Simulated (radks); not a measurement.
Si3+, configuration [Ne] 3s1. All-electron calculation, Dirac Kohn-Sham, PBEsol, spin-unpolarised, spherical densities, point nucleus. Program: a radial shooting solver on a logarithmic mesh with Libxc functionals. Some entries of the table are withheld. Estimate them.

orbital  occ.  eigenvalue (Ry)  <r> (bohr)  <1/r> (bohr^-1)
1s1/2       2        -133.7558      0.1114            13.62
2s1/2       2        -12.89737      0.5667            2.587
2p1/2       2              (1)         (2)            2.480
2p3/2       4              (3)         (4)            2.467
3s1/2       1              (5)       1.849           0.7427

Answer. 
(1) 2p1/2 eigenvalue (Ry): -9.72236
(2) 2p1/2 <r> (bohr): 0.5329
(3) 2p3/2 eigenvalue (Ry): -9.67442
(4) 2p3/2 <r> (bohr): 0.5351
(5) 3s1/2 eigenvalue (Ry): -2.89267
